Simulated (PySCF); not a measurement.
H4O, SMILES [OH4+2], charge +2. Geometry: r2SCAN-D4/def2-TZVPD.

TDDFT-LC-ωPBE/def2-TZVPD run with PySCF 2.14.0 puts the lowest singlet excitations at 18.17, 18.17, 18.17, 19.86, 19.86, 19.86 eV and the lowest triplet (TDA) at 16.57 eV.

Problem. What are the lowest singlet roots from EOM-CCSD/aug-cc-pVDZ (PySCF)? (The exact figures need the calculation; the answer reports its results.)

Solution. 18.40, 18.40, 18.40, 20.40, 20.40, 20.40 eV; triplets 16.80, 16.80, 16.80 eV. S1 differs by 0.22 eV (second minus first; roots are paired by order, and the bases may differ).
